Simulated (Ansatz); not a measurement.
Frontier orbitals of Cl2H4OSi2 (`[SiH3]O[SiH](Cl)Cl`).

```xyz
9

Si   -1.166   -0.242   -1.062
O    -0.375    0.359    0.253
Si    0.983    0.371    1.113
Cl    1.348   -1.487    1.869
Cl    2.555    0.904   -0.071
H    -2.534    0.326   -1.049
H    -1.223   -1.722   -0.975
H    -0.453    0.164   -2.297
H     0.864    1.328    2.220
```

The species carries charge 0 and has multiplicity 1. The structure was optimised at the PBE0-D4/def2-TZVP level. It is one conformer, not always the lowest. Basis def2-TZVPP, Ansatz.

```tsv
functional	HOMO (eV)	LUMO (eV)	gap (eV)
PBE	-7.74	-1.00	6.74
B97M-V	-8.24	-0.83	7.41
PBE0	-9.18	-0.11	9.07
r2SCANh	-8.65	-0.29	8.36
CAM-B3LYP	-10.56	0.90	11.46
ωB97M-V	-11.46	1.62	13.08
```

Against PBE, PBE0 changes HOMO and LUMO by −1.44 and +0.89 eV, ωB97M-V by −3.72 and +2.61 eV. A gap of 6.74 eV thus becomes 13.08 eV for the same molecule, so an orbital gap means little without its functional. A positive LUMO is unbound and depends on the basis.
